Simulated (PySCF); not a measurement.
**Simulated absorption spectrum**

Species: Y(NH2)3 (singlet state).
Z-matrix (Å and degrees, PBE0-D3(BJ)/def2-SVP geometry), rows numbered from 1:
```
Y 
N   1  2.1511
H   2  1.0204  1  127.51
H   2  1.0204  1  127.18  3   180.00
N   1  2.1510  2  120.01  3   179.21
H   5  1.0204  1  127.47  2  -179.24
H   5  1.0204  1  127.22  2     0.82
N   1  2.1506  2  120.11  3     0.01
H   8  1.0203  1  127.75  2    -0.32
H   8  1.0206  1  126.96  2   179.33
```

Level of theory: TDDFT B3LYP/def2-SVPD, vertical, gas phase, core orbitals frozen in the response, def2 core potentials past Kr (PySCF). Spin–orbit coupling is left out.

Each state is given a Gaussian of 0.3 eV full width at half maximum, with ε(max) = 2.175×10⁸ f / Δν̃ (Δν̃ the width in cm⁻¹). The width is an assumption, not a result. The curve ends short of the highest state used, and states not computed would add to its high-energy end.

(λ (nm), ε (L mol⁻¹ cm⁻¹)): (236.9, 1013), (242.9, 86), (248.9, 3), (254.9, 0), (260.9, 0), (266.9, 0), (273.0, 0), (279.0, 0), (285.0, 0), (291.0, 3), (297.0, 39), (303.0, 265), (309.0, 1134), (315.0, 3181), (321.0, 6112), (327.0, 8366), (333.1, 8429), (339.1, 6451), (345.1, 3868), (351.1, 1863), (357.1, 738), (363.1, 245), (369.1, 70), (375.1, 17)

(1) Where are the band maxima, and which computed states make them?

(2) Coming from long wavelengths, where does ε first pass 100 L mol⁻¹ cm⁻¹?

(3) On this curve, what absorbance would a 10⁻⁵ mol/L sample give at 365 nm over a 1 cm path?

## Answers

(1) 330 nm (3.76 eV), ε about 8700, made up of S1 (100%) (ε in L mol⁻¹ cm⁻¹; maxima over ε = 5, shares over 10%). At its high-energy end, 5.23 eV, the curve is still rising (ε about 960, from S4). The states used: S1 3.76 eV (f 0.097); S2 3.93 eV (f 0.0000); S3 3.93 eV (f 0.0000); S4 5.48 eV (f 0.072); S5 5.51 eV (f 0.0001); S6 5.51 eV (f 0.0000); S7 5.74 eV (f 0.0000); S8 5.75 eV (f 0.0000); S9 5.83 eV (f 0.0000).

(2) At about 367 nm (3.37 eV), 0.38 eV below S1.

(3) 365 nm is 3.397 eV, where ε is about 170 L mol⁻¹ cm⁻¹, so A = ε c l ≈ 0.0017 (Beer–Lambert, with the gas-phase spectrum and the assumed width).

All these states lie below the vertical ionisation energy of 8.07 eV (ΔSCF).
